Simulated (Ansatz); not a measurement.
Basis-set series for `[C]#C[SiH2]C` radical. The species carries charge 0 and has multiplicity 2. Geometry: relaxed with PBE0-D4/def2-TZVP.

```xyz
9

C    -1.805    2.387   -0.352
C    -1.288    1.354    0.018
Si   -0.472   -0.202    0.542
C     1.054   -0.496   -0.484
H    -1.457   -1.301    0.375
H    -0.138   -0.067    1.983
H     1.544   -1.423   -0.176
H     0.798   -0.577   -1.542
H     1.764    0.325   -0.364
```

| functional | basis | functions | energy (Eh) | HOMO (eV) | LUMO (eV) |
| --- | --- | --- | --- | --- | --- |
| PBE0-D4 | def2-TZVPP | 205 | -406.43414 | -8.21 | -4.64 |
| PBE0-D4 | def2-QZVPP | 391 | -406.45045 | -8.22 | -4.66 |
| ωB97M-V | def2-TZVPP | 205 | -406.62026 | -10.45 | -2.84 |
| ωB97M-V | def2-QZVPP | 391 | -406.63527 | -10.46 | -2.88 |

(1) Give the rows for def2-SVP. (An estimate is asked.)

Results:

(1) Computed: 
```csv
functional,basis,functions,energy (Eh),HOMO (eV),LUMO (eV)
PBE0-D4,def2-SVP,85,-406.20160,-8.14,-4.48
ωB97M-V,def2-SVP,85,-406.38009,-10.35,-2.57
```

HOMO and LUMO are taken over both spins.
